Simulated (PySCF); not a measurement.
ClHSZn, SMILES [SH][Zn][Cl]. Atoms are numbered in the order given.

```xyz
4

Zn    -0.0100    -0.0165     0.0000
Cl     0.0108    -2.1277     0.0000
S     -0.0721     2.1506     0.0000
H      1.2696     2.2572     0.0000
```
Charge 0, spin multiplicity 1.

Coordinates come from a B3LYP-D3(BJ)/def2-TZVP optimisation. The values are those of a single conformer.

Calculation: PySCF with PBE0/pcSseg-2.

GIAO shieldings, no solvent; atoms alike by connectivity are averaged. δ = σ(ref) − σ: ³⁵Cl against HCl (σ = 943.3 ppm); ³³S against H2S (σ = 711.3 ppm); ¹H against TMS (σ = 31.54 ppm), references at their B3LYP-D3(BJ)/def2-TZVP geometries, non-relativistic (without spin–orbit terms, shifts of atoms bonded to Cl or Br come out too high).

```
nucleus  atoms  count  δ (ppm)
-------  -----  -----  -------
³⁵Cl       Cl2      1    -44.1
³³S         S3      1    -80.4
¹H          H4      1     0.07
```
